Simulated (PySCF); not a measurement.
Field gradients from PBE0/pcSseg-1 densities (PySCF, non-relativistic) at GFN2-xTB geometries, isolated species, one conformer each; χzz is the principal value of largest magnitude, with Q(14N) = 0.02044 b. GFN2-xTB bond lengths can be off by several hundredths of an ångström, more for odd bonds, and the gradients follow them. With so small a basis the couplings can be 20 % off.

(1) Rank these 14N sites by the size of the quadrupole coupling, smallest first.
A. N5 (pyridine-type nitrogen) in `[CH3:1][C:2](=[O:3])[c:4]1[n:5][nH:6][n:7][c:8]1[SiH3:9]`
B. N8 (nitrile nitrogen) in `[CH3:1][c:2]1[n:3][n:4][cH:5][c:6]([C:7]#[N:8])[n:9]1`
C. The three-coordinate ring nitrogen of `CC[n+]1cc(F)sc1F`
D. N6 (pyridine-type nitrogen) in `[CH2:1]=[CH:2][c:3]1[cH:4][cH:5][n:6][n:7][n:8]1`
E. The silicon-bound nitrogen of `C[SiH2][Si@H](N)C(F)(F)F`

Answers

(1) C (1.833 MHz), E (4.687 MHz), B (4.989 MHz), A (5.232 MHz), D (5.988 MHz).

All sites together:

```tsv
nucleus	site	Vzz (au)	η	χzz (MHz)
14N	N8 (nitrile nitrogen) in [CH3:1][c:2]1[n:3][n:4][cH:5][c:6]([C:7]#[N:8])[n:9]1	-1.039	0.06	-4.989
14N	N6 (pyridine-type nitrogen) in [CH2:1]=[CH:2][c:3]1[cH:4][cH:5][n:6][n:7][n:8]1	-1.247	0.16	-5.988
14N	the silicon-bound nitrogen of C[SiH2][Si@H](N)C(F)(F)F	-0.976	0.24	-4.687
14N	the three-coordinate ring nitrogen of CC[n+]1cc(F)sc1F	-0.382	0.50	-1.833
14N	N5 (pyridine-type nitrogen) in [CH3:1][C:2](=[O:3])[c:4]1[n:5][nH:6][n:7][c:8]1[SiH3:9]	-1.089	0.24	-5.232
```
